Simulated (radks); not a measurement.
Results of a calculation; reference values are marked as such.
Problem. The mean radii <r> (bohr) of the occupied orbitals of an atom or ion are listed with their occupations. Level of theory: Dirac Kohn-Sham, PBEsol, spin-unpolarised, spherical densities, finite nucleus; Fermi nuclear charge, rms radius of each element as measured or else 0.836 A^(1/3) + 0.57 fm (a radial shooting solver on a logarithmic mesh with Libxc functionals).

| orbital | occ. | <r> |
|---|---|---|
| 1s1/2 | 2 | 0.03430 |
| 2s1/2 | 2 | 0.1493 |
| 2p1/2 | 2 | 0.1271 |
| 2p3/2 | 4 | 0.1318 |
| 3s1/2 | 2 | 0.4155 |
| 3p1/2 | 2 | 0.4093 |
| 3p3/2 | 4 | 0.4199 |
| 3d3/2 | 4 | 0.3971 |
| 3d5/2 | 6 | 0.4006 |
| 4s1/2 | 2 | 1.058 |
| 4p1/2 | 2 | 1.152 |
| 4p3/2 | 4 | 1.182 |
| 4d3/2 | 2 | 1.661 |
| 4d5/2 | 3 | 1.679 |
| 5s1/2 | 1 | 3.021 |
| 4f5/2 | 0.428571 | 17.34 |
| 4f7/2 | 0.571429 | 17.34 |

Name the element and its charge. Open shells, if any, are shared by 2j + 1.

Solution. Z = 43, technetium, charge 0: Tc in [Kr] 4d5 5s1 4f1. The 1s radius gives Z: for a bare nucleus <r> = (2 gamma + 1)/(2Z) with gamma = sqrt(1 - (Z/c)^2), 0.03371 bohr for Z = 43, and screening makes it slightly larger (0.03430 here). The occupations add up to 43, and the charge is Z minus that.
